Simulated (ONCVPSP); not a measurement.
What the settings do to the ONCV potential of Te (Z = 52)

Base potential:

Te, optimised norm-conserving Vanderbilt (ONCV), made with ONCVPSP 4.0.1 (revPBE, scalar-relativistic). Core [Ar] 3d10, reference 4s2 4p6 4d10 5s2 5p3.5 (charge +0.5). Waves: 4s+5s: rc 1.35 bohr, ncon 4, nbas 7, qcut 9.3 1/bohr, 2 projectors; 4p+5p: rc 1.10 bohr, ncon 4, nbas 8, qcut 14.8 1/bohr, 2 projectors; 4d: rc 1.35 bohr, ncon 4, nbas 9, qcut 11.5 1/bohr, 3 projectors, debl 3 Ha. Local part: polynomial inside 0.95 bohr (lpopt 5, dvloc0 0 Ha). Core correction: Teter function, fcfact 3, rcfact 1.35.

Cutoffs, loose and tight: the cutoffs (Ha) at which the residual kinetic energy of the hardest occupied pseudo-wave falls to 1 and 0.1 mHa per electron. They do not see the model core or the augmentation charge, which bear on the density cutoff. Test errors are all-electron minus pseudo excitation energies from the reference, over the configurations 4s2 4p6 4d10 5s2 5p4; 4s2 4p6 4d10 5s2 5p3; 4s2 4p6 4d10 5s2 5p2; 4s2 4p6 4d10 5s1 5p4. A dash means not determined; rows that change the core or the reference have their own tests.

```csv
change,outcome,"cutoff, loose","cutoff, tight",bound ghosts,GHOST(+) flags above zero,largest test error (meV)
base,generated,67 Ha,79 Ha,none,s,-4.7
"local potential polynomial inside 0.95 bohr (lpopt 5, dvloc0 -2.5 Ha)",generated,67 Ha,79 Ha,none,s,-4.7
"local potential polynomial inside 0.95 bohr (lpopt 5, dvloc0 0.5 Ha)",generated,67 Ha,79 Ha,none,none,-4.7
"local potential polynomial inside 0.95 bohr (lpopt 5, dvloc0 2.5 Ha)",generated,67 Ha,79 Ha,none,s,-4.6
"local potential polynomial inside 0.95 bohr (lpopt 5, dvloc0 4 Ha)",generated,67 Ha,79 Ha,none,s,-4.5
"local potential polynomial inside 0.95 bohr (lpopt 5, dvloc0 5.5 Ha)",generated,67 Ha,79 Ha,none,s,-4.5
"local potential polynomial inside 0.95 bohr (lpopt 5, dvloc0 7 Ha)",generated,67 Ha,79 Ha,none,none,-5.3
"local potential polynomial inside 0.95 bohr (lpopt 5, dvloc0 9 Ha)",generated,67 Ha,79 Ha,none,none,-4.9
```

Reading the sweep of the dvloc0 (base included, trends over the rows without a ghost): The loose cutoff stays near 67 Ha. The median size of the test errors (rows with all tests solved) stays near 2.7 meV.
